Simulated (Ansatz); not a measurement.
`C[SiH](F)BS` + H₂Se → `C[SiH](F)[SeH]` + `BS` at 700 K and 1 bar (cleavage of the Si–B bond).

Program: Ansatz. Geometries: PBE0-D4/def2-TZVP. ΔE: electronic, gas phase. CCSD(T)/CBS is the MP2 limit (def2-TZVPP, def2-QZVPP) plus CCSD(T) − MP2 in def2-TZVPP, frozen cores. This one scheme is used for every species. For Se outer-core shells are correlated without core-valence functions, which leaves a few kJ/mol of doubt a bond. Scalar relativity is left out up to krypton. One conformer a species, not always the lowest.

```json
{"species": "`C[SiH](F)BS`", "CCSD(T)/CBS energy (Eh)": "-853.19639", "H − E (kJ/mol)": "272.7", "S (J/(mol·K))": "500.2"}
{"species": "H₂Se", "CCSD(T)/CBS energy (Eh)": "-2401.89790", "H − E (kJ/mol)": "61.1", "S (J/(mol·K))": "251.1"}
{"species": "`C[SiH](F)[SeH]`", "CCSD(T)/CBS energy (Eh)": "-2830.74610", "H − E (kJ/mol)": "220.7", "S (J/(mol·K))": "449.2"}
{"species": "`BS`", "CCSD(T)/CBS energy (Eh)": "-424.38198", "H − E (kJ/mol)": "115.9", "S (J/(mol·K))": "297.3"}
```

H − E and S are ideal-gas, rigid-rotor, harmonic terms from PBE0-D4/def2-TZVP, for one conformer and one mirror image of each species. 1 Eh = 2625.50 kJ/mol, R = 8.31446 J/(mol·K).

Question: By hand: ΔE, ΔH, ΔS and ΔG.

Answer: ΔE = (-2830.74610) + (-424.38198) − (-853.19639) − (-2401.89790) = -0.03379 Eh = -88.7 kJ/mol. Δ(H − E) = 220.7 + 115.9 − 272.7 − 61.1 = 2.8, so ΔH = -85.9 kJ/mol. ΔS = 449.2 + 297.3 − 500.2 − 251.1 = -4.8 J/(mol·K). ΔG = -85.9 − 700 × (-4.8)/1000 = -82.5 kJ/mol.

Question: By hand: the equilibrium constant, and the temperature at which ΔG would vanish if ΔH and ΔS stayed fixed.

Answer: log₁₀ K = −ΔG/(RT ln 10) = 6.2. ΔG = 0 at ΔH/ΔS = 17896 K, far beyond where these terms or the molecules hold.

The number of gas molecules stays the same, so ΔS is small and ΔH decides. A doubt of 5 kJ/mol in ΔE shifts log₁₀ K by 0.4 here. Other conformers and mirror images would add mixing entropy, several J/(mol·K) or more a flexible species. Modes under 60 cm⁻¹, often nearly free rotors, make the harmonic entropy too high. These are equilibria of isolated gas molecules and say nothing of rates. Largest T1 diagnostic: 0.015 (customary marks: 0.02 for closed shells, 0.045 for open ones).
